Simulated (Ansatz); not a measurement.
Harmonic frequencies (cm⁻¹) at PBE0-D4/def2-TZVP from Ansatz: 59, 103, 184, 218, 305, 346, 387, 402, 486, 543, 592, 653, 689, 751, 846, 933, 1072, 1154, 1293, 1371, 2275, 2294, 3768, 3784.

Each molecule was computed in one conformer, which needn't be the lowest.

Which molecule is it?
A. `[OH][Al]1[CH2][CH2]1`
B. `OC(O)(Cl)[SiH2]Cl`
C. `BC(F)[SiH3]`
D. `C[B](F)[SbH][Cl]`

B.
